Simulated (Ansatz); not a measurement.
`C[O][Ge]([OH])[Cl]` radical, relaxed with UKS PBE0-D4/def2-TZVP in Ansatz 0.2.0 from a GFN2-xTB geometry. The force threshold is 0.005 eV/Å; the program also tests the step.

Total charge 0; spin multiplicity 2.

Start:

```xyz
9

C    -0.042   -1.556    0.047
O     0.408   -0.258   -0.201
Ge   -0.548    1.286   -0.550
O     0.771    2.461   -0.355
Cl   -1.831    1.677    1.197
H    -0.950   -1.569    0.654
H     0.754   -2.063    0.602
H    -0.215   -2.099   -0.886
H     1.653    2.121   -0.508
```

(1) By how much does the energy fall, and how many steps does the optimiser take? (Best estimate.)

(2) Which bonds change most? (An estimate is asked.)

(3) Give the relaxed structure. (An estimate is asked.)

Results:

(1) Computed: 14.94 kJ/mol, in 15 steps, 1 of them rejected.

(2) Computed: O2–Ge3 from 1.849 to 1.776 Å; Ge3–Cl5 from 2.203 to 2.173 Å; C1–O2 from 1.396 to 1.413 Å; Ge3–O4 from 1.777 to 1.768 Å.

(3) Computed: 
```xyz
9

C    -0.047   -1.506    0.080
O     0.541   -0.254   -0.208
Ge   -0.426    1.198   -0.540
O     0.755    2.507   -0.403
Cl   -1.917    1.454    1.020
H    -0.837   -1.424    0.833
H     0.741   -2.153    0.470
H    -0.461   -1.972   -0.821
H     1.650    2.150   -0.432
```
